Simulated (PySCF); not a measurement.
**Electric field gradients and quadrupole coupling constants**

Species: C2H8O3Si2.
Z-matrix (Å and degrees, PBE0-D3(BJ)/def2-SVP geometry), rows numbered from 1:
```
Si
O   1  1.6645
Si  2  1.6363  1  144.75
O   3  1.6700  2  114.38  1   -50.33
C   4  1.4156  3  109.39  2   105.14
C   5  1.5350  4  107.14  3    27.13
O   6  1.4146  5  107.27  4   -33.18
H   1  1.4928  2  109.90  3    61.54
H   1  1.4926  2  110.25  3   -58.92
H   1  1.4889  2  108.02  3  -178.79
H   3  1.4733  2  106.98  1  -175.05
H   5  1.1011  4  109.68  3   148.65
H   5  1.1065  4  109.83  3   -93.04
H   6  1.1059  5  110.62  4    86.52
H   6  1.1015  5  111.64  4  -153.39
```

Field gradients from the PBE0/pcSseg-1 density (PySCF, non-relativistic), principal values in atomic units, ordered |Vxx| ≤ |Vyy| ≤ |Vzz|:

```tsv
atom	Vxx	Vyy	Vzz
O2	-0.4832	-0.6021	1.0853
O4	-0.4267	-1.2541	1.6808
O7	-0.4314	-1.2541	1.6854
```

Problem. Find the asymmetry η = (Vxx − Vyy)/Vzz and the couplings χ = eQV/h (234.96 MHz × Q in barn × V in au), with Q(17O) = −0.0256 b.

Solution. 
```tsv
atom	environment	nucleus	η	χzz (MHz)	χxx (MHz)	χyy (MHz)
O2	siloxane oxygen	17O	0.11	-6.53	2.91	3.62
O4	silyl ether oxygen	17O	0.49	-10.11	2.57	7.54
O7	silyl ether oxygen	17O	0.49	-10.14	2.59	7.54
```

Problem. What is Vzz at O7 in SI units (1 au = 9.71736 × 10²¹ V/m²)?

Solution. 1.6854 au = 16.378 × 10²¹ V/m².

Problem. What couplings would deuterons (Q(2H) = 0.00286 b) have in place of the hydrogens, at this geometry?

Solution. 
| atom | bonded to | bond length (Å) | Vzz (au) | η | χzz (kHz) |
| --- | --- | --- | --- | --- | --- |
| H8 | Si1 | 1.493 | 0.1373 | 0.03 | 92 |
| H9 | Si1 | 1.493 | 0.1375 | 0.03 | 92 |
| H10 | Si1 | 1.489 | 0.1397 | 0.03 | 94 |
| H11 | Si3 | 1.473 | 0.1471 | 0.02 | 99 |
| H12 | C5 | 1.101 | 0.2813 | 0.05 | 189 |
| H13 | C5 | 1.107 | 0.2711 | 0.06 | 182 |
| H14 | C6 | 1.106 | 0.2719 | 0.06 | 183 |
| H15 | C6 | 1.101 | 0.2805 | 0.05 | 188 |

Isolated species at its PBE0-D3(BJ)/def2-SVP geometry (one conformer only). A larger basis could move these couplings by a tenth or more.
